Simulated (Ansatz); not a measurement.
One change: `[F][SnH2][F]` becomes `C[S][SnH]([F])[F]`.

Ansatz, PBE0-D4/def2-TZVP geometries, multiplicity 1. Each molecule was computed in one conformer, which needn't be the lowest.

Elements past krypton have def2 core potentials.

```json
{"property": "size of the dipole moment (ωB97M-V/def2-TZVPP) / D", "`[F][SnH2][F]`": "3.46"}
{"property": "ideal-gas entropy at 298 K and 1 bar (rigid rotor, harmonic PBE0-D4/def2-TZVP) / J/(mol·K)", "`[F][SnH2][F]`": "292"}
{"property": "LUMO energy (PBE0/def2-TZVPP) / eV", "`[F][SnH2][F]`": "-0.96"}
{"property": "LUMO energy (B3LYP/def2-TZVPP) / eV", "`[F][SnH2][F]`": "-1.34"}
{"property": "HOMO energy (B3LYP/def2-TZVPP) / eV", "`[F][SnH2][F]`": "-9.66"}
{"property": "zero-point energy (PBE0-D4/def2-TZVP) / kJ/mol", "`[F][SnH2][F]`": "46.1"}
```

Task: Give the same properties after the change, and the shifts. (Estimate.)

Result: Ansatz gave: 
| property | `C[S][SnH]([F])[F]` | shift |
| --- | --- | --- |
| size of the dipole moment (ωB97M-V/def2-TZVPP) / D | 2.22 | -1.24 |
| ideal-gas entropy at 298 K and 1 bar (rigid rotor, harmonic PBE0-D4/def2-TZVP) / J/(mol·K) | 389 | 97 |
| LUMO energy (PBE0/def2-TZVPP) / eV | -1.54 | -0.58 |
| LUMO energy (B3LYP/def2-TZVPP) / eV | -1.87 | -0.53 |
| HOMO energy (B3LYP/def2-TZVPP) / eV | -7.44 | 2.22 |
| zero-point energy (PBE0-D4/def2-TZVP) / kJ/mol | 131.1 | 85.0 |

With PBE0 the HOMO rises by 2.20 eV and the LUMO falls by 0.58 eV, so the gap narrows by about 2.78 eV. PBE moves the HOMO by 1.89 eV and ωB97M-V by 2.24 eV. The zero-point energy changes by 85.0 kJ/mol with +12 modes. Dipoles are sizes alone; their direction can turn. Modes under 60 cm⁻¹, often nearly free rotors, make the harmonic entropy too high.

B3LYP here is the variant with VWN-RPA as its local correlation; programs differ in this.
